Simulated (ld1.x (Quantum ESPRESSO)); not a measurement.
An all-electron radial function and its pseudo partner (Co)

Columns: radius, all-electron u(r) and pseudo u(r) of the 3d shell (level -8.46 eV) of cobalt in the configuration [Ne] 3s2 3p6 3d7 4s2 4p0; LDA (PZ), scalar-relativistic, RRKJ scheme, ld1.x (Quantum ESPRESSO) 7.5.

```tsv
r (bohr)	all-electron	pseudo
0.062	0.0262	0.0038
0.125	0.1322	0.0296
0.188	0.2890	0.0941
0.250	0.4541	0.2016
0.312	0.6048	0.3475
0.375	0.7308	0.5199
0.438	0.8257	0.6950
0.500	0.8901	0.8481
0.562	0.9293	0.9648
0.625	0.9479	1.0368
0.688	0.9498	1.0612
0.750	0.9395	1.0467
0.812	0.9203	1.0061
0.875	0.8945	0.9519
0.938	0.8644	0.8960
1.000	0.8321	0.8458
1.062	0.7984	0.8025
1.125	0.7636	0.7641
1.188	0.7288	0.7288
1.250	0.6950	0.6950
1.312	0.6619	0.6619
1.375	0.6293	0.6293
1.438	0.5979	0.5979
1.500	0.5682	0.5682
1.562	0.5398	0.5398
1.625	0.5122	0.5122
```

Task: How many radial nodes do the two functions have?

Result: The all-electron 3d function has n − l − 1 = 0; the pseudo-wave has 0.

Task: At about which radius was the pseudo-wave matched?

Result: 1.20 bohr, where the columns begin to agree (steps of 0.06 bohr).

Task: Is the pseudo-wave norm-conserving?

Result: Yes: the RRKJ scheme keeps the norm inside the radius equal to the all-electron one, which fixes the energy derivative of the logarithmic derivative at the level.
